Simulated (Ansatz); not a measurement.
Hf(Cl)4 cation (Cl₄Hf), SMILES [Cl][Hf]([Cl])([Cl])[Cl] (connectivity only; charge and spin as stated), charge +1, multiplicity 2.

Coordinates come from a B3LYP-D3(BJ)/def2-SVP optimisation. The spin state was assumed, not searched. The isomer is the one that the SMILES or the coordinates give; other isomers of the formula were not compared. The def2 effective core potentials stand for the cores of Hf; spin–orbit coupling is left out.

Two levels are set side by side: PBE/def2-SVPD (Ansatz, a first-principles code) and PBE0/def2-SVPD (Ansatz). Energy differences of separate SCF runs at the same geometry; the states with an electron removed or added have multiplicity 3 and 1. Differences are taken from unrounded values.

| quantity | PBE |
|---|---|
| vertical ionisation energy (eV) | 16.11 |
| vertical electron affinity (eV) | 10.94 |

These are the PBE values. What does PBE0 give? (Estimate from the structure and the level; the computed values follow.)


| quantity | PBE0 | PBE minus PBE0 |
|---|---|---|
| vertical ionisation energy (eV) | 16.40 | -0.29 |
| vertical electron affinity (eV) | 11.60 | -0.65 |
